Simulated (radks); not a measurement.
These are the eigenvalues of the occupied orbitals of an atom or ion with whole-number occupations (eV). Method: Dirac Kohn-Sham, RPBE, spin-unpolarised, spherical densities, finite nucleus; Fermi nuclear charge, rms radius of each element as measured or else 0.836 A^(1/3) + 0.57 fm; computed with a radial shooting solver on a logarithmic mesh with Libxc functionals.

orbital  eigenvalue
1s1/2     -80620.65
2s1/2     -14221.05
2p1/2     -13640.66
2p3/2     -11805.32
3s1/2     -3362.617
3p1/2     -3100.867
3p3/2     -2695.856
3d3/2     -2260.184
3d5/2     -2173.130
4s1/2     -736.3795
4p1/2     -624.5694
4p3/2     -527.4741
4d3/2     -344.2830
4d5/2     -326.1964
5s1/2     -116.3891
4f5/2      -91.3358
4f7/2      -87.5252
5p1/2      -80.2125
5p3/2      -63.8157
5d3/2      -16.2112
5d5/2      -14.6435

Which element is it, and in what charge state? The configuration may be excited. Open shells, if any, fill j = l - 1/2 first.

Answer. Z = 79, gold, charge +1: Au+ in [Xe] 4f14 5d10. The list shows which subshells hold electrons but not how many an open one holds; the 1s level, -2962.8 hartree, gives Z - s = 77.0 by -(Z - s)^2/2, which with screening and relativity narrows Z to a few neighbours, and the depths of the outer levels then fix element, charge and occupations together.
